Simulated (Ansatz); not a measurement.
Start from `[GaH2][NH][SiH2]Br` and change one atom or group to get `[GaH2][NH][SiH2][SiH2][GeH3]`.

Ansatz, PBE0-D4/def2-TZVP geometries, multiplicity 1. Each molecule was computed in one conformer, which needn't be the lowest.

Scalar relativity is left out up to krypton. Spin–orbit coupling is left out; it splits and shifts lone-pair levels of the heavy atoms by tenths of an eV.

```csv
property,`[GaH2][NH][SiH2]Br`
LUMO energy (PBE0/def2-TZVPP) / eV,-1.36
HOMO energy (PBE/def2-TZVPP) / eV,-6.74
LUMO energy (PBE/def2-TZVPP) / eV,-2.15
zero-point energy (PBE0-D4/def2-TZVP) / kJ/mol,127.6
LUMO energy (ωB97M-V/def2-TZVPP) / eV,0.32
HOMO energy (B3LYP/def2-TZVPP) / eV,-7.74
```

**Question.** What does the change do to each property? (Best estimate.)

**Answer.** The calculation gave: 
```json
{"property": "LUMO energy (PBE0/def2-TZVPP) / eV", "`[GaH2][NH][SiH2][SiH2][GeH3]`": "-0.88", "shift": "0.48"}
{"property": "HOMO energy (PBE/def2-TZVPP) / eV", "`[GaH2][NH][SiH2][SiH2][GeH3]`": "-6.04", "shift": "0.70"}
{"property": "LUMO energy (PBE/def2-TZVPP) / eV", "`[GaH2][NH][SiH2][SiH2][GeH3]`": "-1.69", "shift": "0.46"}
{"property": "zero-point energy (PBE0-D4/def2-TZVP) / kJ/mol", "`[GaH2][NH][SiH2][SiH2][GeH3]`": "230.4", "shift": "102.8"}
{"property": "LUMO energy (ωB97M-V/def2-TZVPP) / eV", "`[GaH2][NH][SiH2][SiH2][GeH3]`": "0.85", "shift": "0.53"}
{"property": "HOMO energy (B3LYP/def2-TZVPP) / eV", "`[GaH2][NH][SiH2][SiH2][GeH3]`": "-7.04", "shift": "0.70"}
```

With PBE0 the HOMO rises by 0.74 eV and the LUMO rises by 0.48 eV, so the gap narrows by about 0.26 eV. PBE moves the HOMO by 0.70 eV and ωB97M-V by 0.82 eV. The zero-point energy changes by 102.8 kJ/mol with +18 modes.

Positive LUMOs are unbound, so they and the gaps depend on the basis.

B3LYP here is the variant with VWN-RPA as its local correlation; programs differ in this.
